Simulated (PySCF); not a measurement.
## Polarisability and C₆ of B³⁺ (boron, charge +3)

1s2, closed-shell 1S. Calculation: PySCF 2.14, in dyall-acv3z (15s9p4d2f, 76 functions); the spin-free X2C one-electron Hamiltonian (Gaussian nucleus). Coupled (time-dependent) response in atomic units; α is the mean over directions.

```csv
method,mean α (bohr³),C₆ (like pair),S(−4)
UHF,0.01953,0.002577,0.0002653
PBE,0.02047,0.002743,0.0002993
PBE0,0.02021,0.002697,0.0002896
```

S(−4) is the Cauchy moment in α(ω) = α(0) + S(−4) ω² + …

α(iu) at UHF:

```tsv
u (hartree)	α(iu) (bohr³)
0	0.01953
0.0500	0.01953
0.100	0.01953
0.200	0.01952
0.300	0.01950
0.500	0.01946
0.750	0.01938
1.00	0.01927
1.50	0.01895
2.00	0.01853
3.00	0.01743
5.00	0.01470
```

A single London oscillator, α(iu) = α/(1 + u²/ω²), gives C₆ = (3/4) ω α². Matching the computed C₆ needs ω = 4 × 0.002577 / (3 × 0.01953²) = 9.01 hartree.

For an ion, C₆ is the dispersion term alone; charge-induced terms of lower order in 1/R come first.
